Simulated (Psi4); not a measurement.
BI₃ (SMILES IB(I)I), singlet, at a GFN2-xTB geometry (all electrons, no relativity); Psi4 with B3LYP/6-311G**.

Psi4 was given this input:
```
memory 2 GB

molecule mol {
0 1
  B    -0.000000   -0.000000   -0.000000
  I     1.991499   -0.348370   -0.596705
  I    -0.739465   -0.878003    1.767991
  I    -1.252034    1.226373   -1.171285
}

set basis 6-311g**
set reference rks
set scf_type pk

energy('b3lyp')
print_variables()
```

### Question
Write the output that Psi4 gives for this input, abridged.

### Answer

```
Traceback (most recent call last):
  File "psi4", line 375, in <module>
  File "<string>", line 26, in <module>
  File "site-packages/psi4/driver/driver.py", line 533, in energy
  File "site-packages/psi4/driver/procrouting/proc.py", line 2760, in run_scf
  File "site-packages/psi4/driver/procrouting/proc.py", line 1934, in scf_helper
  File "site-packages/psi4/driver/p4util/python_helpers.py", line 229, in _core_wavefunction_build
  File "site-packages/psi4/driver/p4util/python_helpers.py", line 169, in _pybuild_basis
  File "site-packages/psi4/driver/qcdb/libmintsbasisset.py", line 722, in pyconstruct
  File "site-packages/psi4/driver/qcdb/libmintsbasisset.py", line 976, in construct

psi4.driver.qcdb.exceptions.BasisSetNotFound: BasisSet::construct: Unable to find a basis set for atom 2 for key BASIS among:
  Shell Entries: ['I']
  Basis Sets: [('6-311G**', '6-311G**', None)]
  File Path: tmpgj5f3510, tmpgj5f3510, basis
  Input Blocks:

Printing out the relevant lines from the Psithon --> Python processed input file:
    ""","mol")
    core.IO.set_default_namespace("mol")
    core.set_global_option("BASIS", "6-311g**")
    core.set_global_option("REFERENCE", "rks")
    core.set_global_option("SCF_TYPE", "pk")
--> energy('b3lyp')
    print_variables()

!----------------------------------------------------------------------------------!
!                                                                                  !
!  BasisSet::construct: Unable to find a basis set for atom 2 for key BASIS among: !
!   Shell Entries: ['I']                                                           !
!   Basis Sets: [('6-311G**', '6-311G**', None)]                                   !
!   File Path: tmpgj5f3510, !
!     tmpgj5f3510,          !
!     basis                                          !
!   Input Blocks:                                                                  !
!                                                                                  !
!----------------------------------------------------------------------------------!

QcdbException BasisSetNotFound: BasisSet::construct: Unable to find a basis set for atom 2 for key BASIS among:
  Shell Entries: ['I']
  Basis Sets: [('6-311G**', '6-311G**', None)]
  File Path: tmpgj5f3510, tmpgj5f3510, basis
  Input Blocks:
```

The input was rejected before any calculation.
